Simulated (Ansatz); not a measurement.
Input for Ansatz (an electronic-structure program): U-PBE0/def2-TZVPP on GaNi, 2S+1 = 4, a spin state set in the input, which need not be the lowest, a point of a bond scan (R = 2.337 Å).

Ansatz 0.2 input:
```yaml
crystal:
  periodic: [false, false, false]
  atoms:
    - {symbol: Ni, position_ang: [0.00000000, 0.00000000, 0.00000000]}
    - {symbol: Ga, position_ang: [0.00000000, 0.00000000, 2.33677700]}
basis:
  gaussian:
    orbitals: def2-TZVPP
    pivot_positions_ang: [[0.00000000, 0.00000000, 0.00000000], [0.00000000, 0.00000000, 2.33677700]]
hamiltonian:
  xc: {name: PBE0}
magnetization: {spin_polarized: true, initial_magnetization: 3}
output: {forces: true, orbitals: {seedname: ./end}}
```

Task: Predict the final total energy.

Result: -3432.6300 hartree.

Task: How many basis functions does it have, and what does it roughly cost on one machine?

Result: 112 functions; roughly 18 core-seconds.
